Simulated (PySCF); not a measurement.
## Computed structure and properties of [Eu(OH)4]−

System: [Eu(OH)4]− (singlet in the valence; each metal's 4f electrons, 6 of them, lie in its core potential, out of spins and levels); start: template (S4). Method: PySCF 2.14.0, RKS PBE0, Eu lcecp-1-SVP with ECP52, O def2-SVP, H def2-SVP; non-relativistic Hamiltonian with scalar-relativistic core potentials where named; density fitting; no spin-orbit coupling.

Input of the relaxation:

```python
mol = gto.M(atom='''
Eu     0.00000     0.00000    -0.00000
O      1.26250     1.26250     1.26250
H      2.02970     1.53470     1.78220
O     -1.26250    -1.26250     1.26250
H     -2.02970    -1.53470     1.78220
O      1.26250    -1.26250    -1.26250
H      1.53470    -2.02970    -1.78220
O     -1.26250     1.26250    -1.26250
H     -1.53470     2.02970    -1.78220''',
    basis={'Eu': 'lcecp-1-SVP', 'O': 'def2-SVP', 'H': 'def2-SVP'},
    ecp={'Eu': 'lcecp-1-SVP'},
    charge=-1, spin=0)
mf = dft.RKS(mol, xc='PBE0')
mf.grids.atom_grid = (50, 194)  # f atoms: unpruned, at least (60, 302)
mf = mf.density_fit()  # fitting sets: Eu AutoAux, O def2-universal-JKFIT, H def2-universal-JKFIT
mf.conv_tol = 1e-08; mf.max_cycle = 55
mf.kernel(dm0)  # dm0: converged density of the start geometry
# quasi-Newton relaxation in Cartesian coordinates to a largest gradient under 0.00045 Eh/bohr, steps kept in the point group
```

Run from Python with OMP_NUM_THREADS=2; the lines above give its settings. Where DIIS fails, smearing, a level shift and second-order steps follow.
It took 110 s on 2 threads of Intel(R) Xeon(R) CPU @ 2.60GHz (Ice Lake), on a shared host, from the converged density of the start.

Course of the relaxation:

```json
{"step": "0", "energy above end (eV)": "0.0631", "largest force component within the symmetry (eV/Å)": "0.463"}
{"step": "1", "energy above end (eV)": "0.0242", "largest force component within the symmetry (eV/Å)": "0.166"}
{"step": "2", "energy above end (eV)": "0.0152", "largest force component within the symmetry (eV/Å)": "0.031"}
{"step": "3", "energy above end (eV)": "0.0149", "largest force component within the symmetry (eV/Å)": "0.017"}
{"step": "4", "energy above end (eV)": "0.0139", "largest force component within the symmetry (eV/Å)": "0.093"}
{"step": "5", "energy above end (eV)": "0.0130", "largest force component within the symmetry (eV/Å)": "0.131"}
{"step": "6", "energy above end (eV)": "0.0116", "largest force component within the symmetry (eV/Å)": "0.120"}
{"step": "7", "energy above end (eV)": "0.0101", "largest force component within the symmetry (eV/Å)": "0.046"}
{"step": "12", "energy above end (eV)": "0.0008", "largest force component within the symmetry (eV/Å)": "0.023"}
{"step": "13", "energy above end (eV)": "0.0004", "largest force component within the symmetry (eV/Å)": "0.011"}
{"step": "14", "energy above end (eV)": "0.0002", "largest force component within the symmetry (eV/Å)": "0.027"}
{"step": "15", "energy above end (eV)": "0.0001", "largest force component within the symmetry (eV/Å)": "0.011"}
{"step": "16", "energy above end (eV)": "0.0000", "largest force component within the symmetry (eV/Å)": "0.008"}
{"step": "17", "energy above end (eV)": "0.0000", "largest force component within the symmetry (eV/Å)": "0.004"}
```
(The steps between are left out.)

Relaxed geometry (S4, nearly Td):

```xyz
9

Eu    0.0000    0.0000    0.0000
O     1.3650    1.1002    1.2420
H     1.9401    1.6277    1.7902
O    -1.3650   -1.1002    1.2420
H    -1.9401   -1.6277    1.7902
O     1.1002   -1.3650   -1.2420
H     1.6277   -1.9401   -1.7902
O    -1.1002    1.3650   -1.2420
H    -1.6277    1.9401   -1.7902
```

```json
{"contact": "Eu1–O2 (OH)", "Å": "2.149"}
{"contact": "Eu1–O4 (OH)", "Å": "2.149"}
{"contact": "Eu1–O6 (OH)", "Å": "2.149"}
{"contact": "Eu1–O8 (OH)", "Å": "2.149"}
```

On the finer grid (75, 302):

```json
{"HOMO": "-2.33 eV", "LUMO": "4.07 eV", "Dipole about the centre of mass": "0.00 D", "Set of Mulliken populations of Eu1 outside the core potential": "s 2.17, p 6.47, d 1.45, f 0.10", "D3(BJ) dispersion energy (not in the energies)": "-0.115 eV"}
```

```
atom  Mulliken (e)  Löwdin (e)  spin (e)
 Eu1          0.81        0.31      0.00
  O2         -0.58       -0.37      0.00
  H3          0.12        0.04      0.00
  O4         -0.58       -0.37      0.00
  H5          0.12        0.04      0.00
  O6         -0.58       -0.37      0.00
  H7          0.12        0.04      0.00
  O8         -0.58       -0.37      0.00
  H9          0.12        0.04      0.00
```

The 4f levels lie in the core potential and are missing. Their spin isn't counted.

On the grid (50, 194), as all that follows. Harmonic modes: a minimum; lowest 98 cm⁻¹ (negative: unstable), highest 4027 cm⁻¹, zero-point energy 1.248 eV.

Taking off one OH (charge -1, singlet; the rest: singlet) in vacuum, both parts rigid, costs 5.56 eV; the small basis without counterpoise inflates it.

Rigid scan of OH along the line from its metal:

```
distance to O2 (Å)  energy (eV)
              1.85        1.050
              1.95        0.399
              2.05        0.086
              2.15        0.000
              2.25        0.064
              2.35        0.224
              2.55        0.689
              2.85        1.479
              3.25        2.412
              3.75        3.294
```

One start shape was tried, so this needn't be the lowest isomer.

An lcecp potential fixes the number of 4f electrons, so in runs with it no electron can move into or out of that shell.
